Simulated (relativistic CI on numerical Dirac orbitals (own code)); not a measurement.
## One change at a time: Bi LXVIII

Base calculation: Dirac-Coulomb-Breit CI, orbitals from a KLI potential per configuration, model QED, unscaled Slater integrals.

Configurations in the expansion (outside the closed core [Ne]): 3s²3p⁴, 3s²3p³3d, 3s3p⁵, 3p⁶, 3s3p⁴3d, 3s3p³3d², 3p⁵3d, 3s²3p²3d4p, 3s²3p³4s, 3s3p³3d4s, 3p⁵4s, 3s²3p³4p, 3s²3p²3d², 3s²3p3d³, 3s3p²3d³, 3s²3p3d²4s, 3s²3p3d²4p, 3p⁴3d², 3p³3d³, 3p³3d²4s, 3p³3d²4p. Double excitations out of closed p, d and f shells are left out; levels of such configurations are missing from the list, as are those of other unlisted configurations, and high levels can miss mixing partners.

The lowest level and the first level of each name with at least 55 % of one term (blank where a level has no safe partner in the second run):

| Level | Base (eV) | Shift (eV) |
| --- | --- | --- |
| 3s²3p⁴ ³P2 | 0.00 | 0.00 |
| 3s²3p⁴ ¹S0 | 23.19 | +1.39 |
| 3s²3p³3d ³P°0 | 282.85 | -1.94 |
| 3s²3p²3d² ³P0 | 586.90 | -3.54 |
| 3s²3p⁴ ³P1 | 609.38 | +1.66 |
| 3s²3p⁴ ¹D2 | 620.24 | +2.06 |
| 3s3p⁵ ³P°2 | 830.72 | +16.07 |
| 3s²3p³3d ³G°5 | 1024.57 | -1.74 |
| 3s3p⁴3d ³P0 | 1132.06 | +20.76 |

At this charge energies of transitions that change n are usually good to better than 1 %, and those within a shell (Δn = 0) to a few per cent.

One thing was changed in a second run, which moved the levels as shown. Which?
A. Breit term removed
B. configuration mixing switched off
C. non-relativistic limit
D. QED terms removed

B. Configuration mixing switched off. Without mixing, levels that were pushed by configurations of the same parity and J return to their single-configuration places.

LS names give the leading component of a level, which can be under half, so a name can repeat, a term be missing and a line seem to break the LS rules.
